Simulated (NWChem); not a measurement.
System: GeSiH6Te; SMILES [SiH3][Te][GeH3]

The following NWChem deck was run.

```
start job
memory heap 200 mb stack 900 mb global 1100 mb
geometry units angstroms noautosym nocenter noautoz
  Te     0.696662     0.624213    -0.057179
  Si    -1.603152     1.612107     0.004229
  H     -1.426890     3.093896    -0.011142
  H     -2.330149     1.203403     1.243770
  H     -2.402344     1.186880    -1.184255
  Ge    -0.211101    -1.777303    -0.007775
  H      1.017759    -2.700613    -0.040817
  H     -1.021262    -2.012212     1.280008
  H     -1.104124    -2.032469    -1.235531
end
basis spherical
  * library sto-3g
end
dft
  xc b3lyp
  iterations 150
end
property
  response 1 0.0773
end
task dft property
```

STO-3G and 3-21G are far too small for this property and stand as cheap habits. The geometry was optimised at PBE0/def2-SVP (def2 core potentials past Kr). No frequency run checked for a minimum.

Field at 589 nm.

**Question.** Predict the main results of this run. (B3LYP/STO-3G, non-relativistic.) Quantities: isotropic polarisability (bohr³); anisotropy (bohr³).

**Answer.** 
```yaml
isotropic polarisability (bohr³): 43.1
anisotropy (bohr³): 31.3
```
